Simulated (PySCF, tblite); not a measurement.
Species: C₅H₈O₃.
Numbering: `[CH2:1]=[C:2]([O:3][CH3:4])[C:5](=[O:6])[O:7][CH3:8]` (hydrogens: H9, H10 on C1; H11, H12, H13 on C4; H14, H15, H16 on C8)

Structure optimised with GFN2-xTB, isolated species.

(1) What internal coordinates does the optimisation give?

Answers

(1) 
| bond | length (Å) |
| --- | --- |
| C1=C2 | 1.334 |
| C2–O3 | 1.354 |
| O3–C4 | 1.408 |
| C2–C5 | 1.496 |
| C5=O6 | 1.206 |
| C5–O7 | 1.332 |
| O7–C8 | 1.419 |
| C1–H9 | 1.074 |
| C1–H10 | 1.074 |
| C4–H11, C4–H12, C4–H13 | 1.093 |
| C8–H14, C8–H15, C8–H16 | 1.090 |

Bonds in one row agree within 0.01 Å and their mean is given. A selection of angles:
| angle | degrees |
| --- | --- |
| C1–C2–O3 | 128.0 |
| C1–C2–C5 | 119.0 |
| O3–C2–C5 | 113.0 |
| C2–O3–C4 | 117.3 |
| C2–C5–O6 | 123.8 |
| C2–C5–O7 | 112.2 |
| O6–C5–O7 | 124.0 |
| C5–O7–C8 | 115.9 |

Dihedral angles: C1–C2–O3–C4 0° (synperiplanar); C1–C2–C5–O6 0° (synperiplanar); C2–C5–O7–C8 180° (antiperiplanar).

O7 (ester single-bonded oxygen) is bent (angle 115.9°). The 8 heavy atoms lie in one plane (0.001 Å rms). Of the pairs four or more bonds apart, C4···H10 is among the closest relative to their van der Waals radii: 2.62 Å, 90 % of the sum of Bondi's values. The 5 C–O bonds span 1.206 Å (C5=O6, drawn double) to 1.419 Å (O7–C8, drawn single), a spread of 0.213 Å. The C–C distances run from 1.334 Å (C1=C2, drawn double) to 1.496 Å (C2–C5, drawn single), a spread of 0.162 Å.

Point group: Cs (every atom within 0.08 Å of its image). Its GFN2-xTB frequencies are all real (lowest 39 cm⁻¹). The numbers are those of one conformer.

The numbers are calculated, not measured.
